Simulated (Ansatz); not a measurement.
Al₂Te₂, relaxed as a quintet with UKS B3LYP-D4/def2-SVP in Ansatz, starting from the B3LYP-D4/def2-SVP geometry of the neutral singlet. Force threshold 0.02 eV/Å.

In the def2 sets Te takes a core potential; there is no spin–orbit coupling. At B3LYP-D4/def2-SVP a singlet of charge 0 lies 3.26 eV below the quintet, each at its own geometry. The structure comes from a short search, and lower isomers may exist.

Start:

```xyz
4

Al   -0.285   -1.436   -0.641
Al    0.288    1.436    0.642
Te    0.368    0.752   -1.848
Te   -0.371   -0.751    1.847
```

```json
{"step": "1", "energy (eV)": "-27781.4818", "largest force component (eV/Å)": "0.719", "SCF passes": "17"}
{"step": "2", "energy (eV)": "-27781.5359", "largest force component (eV/Å)": "0.394", "SCF passes": "24"}
{"step": "3", "energy (eV)": "-27781.5829", "largest force component (eV/Å)": "0.128", "SCF passes": "24"}
{"step": "4", "energy (eV)": "-27781.5874", "largest force component (eV/Å)": "0.006", "SCF passes": "22"}
```

Force components are those of the run's own axes.

End:

```
atom    x (Å)    y (Å)    z (Å)
 Al1  -0.3039  -1.5257  -0.6816
 Al2   0.3055   1.5254   0.6818
 Te3   0.3720   0.7583  -1.8633
 Te4  -0.3736  -0.7579   1.8631
```

By distances, no bond broke or formed. The bond that changes most is Al1–Te4, from 2.58 to 2.66 Å (atoms count from 1).

No frequencies were taken in this run, so the end may be a saddle point.

Run time 7.5 s (4 threads of Arm Neoverse V1 on a shared host).
